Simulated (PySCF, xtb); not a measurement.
O₂W, SMILES [O]=[W]=[O], multiplicity 1.

Harmonic wavenumbers (cm⁻¹) from GFN2-xTB (xtb 6.7.1) at its own minimum, in rising order: 166, 828, 887.

Question: What does PySCF with PBE-D3(BJ)/def2-TZVP give at its own minimum? (Estimate from the structure and the level; the computed values follow.)

Answer: 369, 993, 1044. Paired by order, the mean absolute difference is 176 cm⁻¹ and the zero-point energies are 2.7 and 3.4 kcal/mol.
